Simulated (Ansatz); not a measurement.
The lowest singlet and triplet of BH (SMILES [BH]); geometries from B3LYP-D3(BJ)/def2-TZVP, each state relaxed from the structure named, with no frequency check.
Singlet at the triplet's geometry (charge 0, multiplicity 1):
```xyz
2

B      0.000     0.000    -0.199
H      0.000     0.000     0.993
```

A positive gap puts the triplet lower; no zero-point energy. R- takes a restricted singlet. U- takes an unrestricted singlet (broken symmetry where lower, unprojected). The triplet is unrestricted in single-reference levels.

Correlated levels freeze the cores.

Codes used: Ansatz (Gaussian basis) for Hartree–Fock, density functionals and correlated methods. Values without a source in brackets are computed.

**Question.** Give the gap E(singlet) − E(triplet), vertical, at the triplet's geometry at the level U-SCS-MP2/cc-pVDZ (spin-contaminated).

**Answer.** -88 kJ/mol

**Question.** What is the computed gap E(singlet) − E(triplet), vertical, at the triplet's geometry (FCI/cc-pVQZ)?

**Answer.** -126 kJ/mol

**Question.** Estimate the gap E(singlet) − E(triplet), vertical, at the triplet's geometry that R-HF/cc-pVTZ returns for this input.

**Answer.** -34 kJ/mol

Doubts at one or more of the structures used: a restricted determinant that unrestricted orbitals would lower (R-HF/cc-pVTZ).

Ansatz is a quantum-chemistry and plane-wave program.
